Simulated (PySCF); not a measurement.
## A series of derivatives of CCC1C[SiH](F)C1

Parent skeleton `[CH3:1][CH2:2][CH:3]1[CH2:4][SiH:5]([F:6])[CH2:7]1`; one hydrogen on atom 5 is replaced by X. Hydrogens on one atom are averaged.

All values are calculated (PySCF 2.14.0 with density-fitted response routines): PBE0/pcSseg-1 with gauge-including orbitals, GFN2-xTB structure. Non-relativistic Hamiltonian, in vacuum, one averaged value for each set of equivalent atoms, a single conformation.

Chemical shifts δ = σref − σ; TMS for ¹³C (σref 186.93) and ²⁹Si (σref 349.16) and ¹H (σref 31.72); ¹⁹F (σref 170.95) against CFCl3, all at this level.

Parent (X = H): C1 14.6, C2 38.5, C3 30.4, C4/C7 31.5, Si5 19.5, F6 -180.7, H(C1) 0.98, H(C2) 1.45, H(C3) 1.69 ppm. Effects are Δδ = δ(X) − δ(H), positive for deshielding.

Q: Give Δδ (ppm) for X = CHO, CHF2, COCH3, OSiH3, F.

A: 
| X | SMILES | C1 | C2 | C3 | C4/C7 | Si5 | F6 | H(C1) | H(C2) | H(C3) |
| --- | --- | --- | --- | --- | --- | --- | --- | --- | --- | --- |
| CHO | CC[C@H]1C[Si@](F)(C=O)C1 | -0.1 | -0.3 | -0.4 | +1.8 | -26.5 | +1.0 | -0.01 | -0.04 | -0.02 |
| CHF2 | CC[C@H]1C[Si@](F)(C(F)F)C1 | +0.0 | -0.5 | -0.4 | +0.7 | +1.8 | +4.9 | +0.00 | +0.00 | +0.09 |
| COCH3 | CC[C@H]1C[Si@](F)(C(C)=O)C1 | -0.1 | -0.1 | +0.1 | +0.8 | -23.6 | +10.5 | -0.02 | -0.04 | +0.04 |
| OSiH3 | CC[C@H]1C[Si@](F)(O[SiH3])C1 | +0.7 | -1.7 | -4.5 | +6.2 | -36.8 | +40.1 | -0.03 | -0.13 | -0.15 |
| F | CCC1C[Si](F)(F)C1 | +0.8 | -1.9 | -4.2 | +8.9 | -24.4 | +36.0 | -0.01 | -0.10 | -0.19 |

Q: Which position responds most, and to which substituents?

A: F6: from +1.0 ppm with CHO to +40.1 ppm with OSiH3.

Unscaled 19F shifts against computed CFCl3 carry errors that often reach 10 to 50 ppm.
